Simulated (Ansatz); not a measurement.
```yaml
atoms:
  - { symbol: B, position_ang: [-0.4973, 0.1718, 0.1529] }
  - { symbol: Cl, position_ang: [0.1015, -1.2292, 1.4054] }
```

Basis set: cc-pVDZ (spherical functions). Frozen core: 6 orbitals. Charge 0, multiplicity 1.

Computed with Ansatz (development build ahead of 0.2.0); the reference of a correlated method needn't be the lowest determinant of its kind. Restricted open shells among the atoms or ions are ROHF, correlated in semicanonical orbitals with singles.

(1) Give the atomization energy at this shape (free ground-state atoms in the same class of orbitals less the molecule, no zero-point energy) of singlet BCl by RHF-CCSD(T), RHF-CCSD.

Results:

(1)

| method | atomization energy |
| --- | --- |
| RHF-CCSD(T) | 436.0 kJ/mol |
| RHF-CCSD | 422.2 kJ/mol |

Caution: no unrestricted run beside it, a lower state can exist.
